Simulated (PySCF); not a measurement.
# Steps of a relaxation of [Sm(OH)3(NH3)]−

[Sm(OH)3(NH3)]− (singlet in the valence; each metal's 4f electrons, 6 of them, lie in its core potential, out of spins and levels). PySCF 2.14.0, RKS PBE0, Sm lcecp-0-SVP with ECP52, O def2-SVP, H def2-SVP, N def2-SVP; non-relativistic Hamiltonian with scalar-relativistic core potentials where named; density fitting; no spin-orbit coupling. Origin of the start: template. Columns: position (Å) and force (eV/Å). Energies are counted from the last step; some of the 40 steps are shown. Forces carry noise of the integration grid, about 0.01 to 0.03 eV/Å.

Run from Python with OMP_NUM_THREADS=2. Where DIIS fails, smearing, a level shift and second-order steps follow.
It took 3.4 min on 2 threads of Arm Neoverse V2, with other jobs on the host, from the converged density of the start.

```xyz
11
step 0  E = 0.349 eV
Sm    0.0179   -0.0167    0.0144     1.04   -0.98    0.96
O     1.3680    1.3335    1.3646    -0.22    0.12   -0.10
H     1.8877    1.6056    2.1317    -0.19   -0.11   -0.27
O    -1.3323   -1.3669    1.3646    -0.24    0.28   -0.13
H    -1.8519   -1.6390    2.1317     0.22    0.09   -0.23
O     1.3680   -1.3669   -1.3357    -0.19    0.11   -0.13
H     1.8877   -2.1340   -1.6079    -0.20    0.27    0.11
N    -1.5511    1.5522   -1.5545    -0.35    0.36   -0.35
H    -2.1643    2.1654   -1.0174     0.03   -0.03    0.08
H    -1.0140    2.1654   -2.1677     0.08   -0.02    0.02
H    -2.1643    1.0152   -2.1677     0.03   -0.08    0.03
```

```xyz
11
step 13  E = 0.010 eV
Sm    0.2605   -0.2804    0.2633    -0.05   -0.03    0.04
O     1.2291    1.5031    1.3507     0.11    0.09    0.11
H     1.6912    2.1293    1.9168    -0.08   -0.08   -0.11
O    -1.5870   -1.2211    1.2848     0.26    0.09   -0.23
H    -2.2341   -1.4716    1.9391    -0.23   -0.09    0.21
O     1.2585   -1.3290   -1.5384    -0.01    0.02    0.08
H     1.6859   -1.9200   -2.1597     0.03   -0.04   -0.08
N    -1.3016    1.3209   -1.3295    -0.05    0.05   -0.03
H    -1.8636    1.9167   -0.7258     0.01   -0.01    0.00
H    -0.7587    1.9141   -1.9522     0.01    0.00    0.00
H    -1.9289    0.7516   -1.8927     0.01    0.00    0.01
```

```xyz
11
step 26  E = 0.001 eV
Sm    0.2447   -0.2873    0.3182     0.01    0.00   -0.01
O     1.2669    1.5023    1.3504    -0.01   -0.02   -0.01
H     1.7792    2.1905    1.7790     0.01    0.02    0.01
O    -1.6174   -1.2318    1.2941    -0.02    0.00    0.03
H    -2.3244   -1.5830    1.8398     0.00    0.00   -0.01
O     1.2639   -1.3582   -1.4517    -0.01    0.02    0.01
H     1.7020   -1.8455   -2.1521     0.01   -0.02   -0.01
N    -1.3088    1.3301   -1.3060     0.01   -0.01    0.01
H    -1.8567    1.9559   -0.7209     0.00    0.00    0.00
H    -0.7517    1.8889   -1.9471     0.00    0.00    0.00
H    -1.9465    0.7518   -1.8472    -0.01    0.00   -0.01
```

Question: Where does the relaxation end?

Answer: It converges at step 39 in C1, nearly C3:
```xyz
11
step 39  E = 0
Sm    0.2364   -0.2787    0.3220
O     1.3054    1.5126    1.3046
H     1.7748    2.2151    1.7594
O    -1.6103   -1.2045    1.3457
H    -2.3151   -1.6598    1.8110
O     1.2200   -1.3827   -1.4466
H     1.6900   -1.8795   -2.1200
N    -1.3118    1.3416   -1.3022
H    -1.9254    1.9141   -0.7274
H    -0.7275    1.9562   -1.8636
H    -1.8851    0.7793   -1.9264
```

Question: How did the contacts change?

Answer: 
| contact | start (Å) | end (Å) |
| --- | --- | --- |
| Sm1–O2 (OH) | 2.339 | 2.306 |
| Sm1–O4 (OH) | 2.339 | 2.306 |
| Sm1–O6 (OH) | 2.339 | 2.305 |
| Sm1–N8 (NH3) | 2.717 | 2.768 |


No frequency check is given that shows the relaxed geometry to be a minimum. An lcecp potential fixes the number of 4f electrons, so in runs with it no electron can move into or out of that shell.
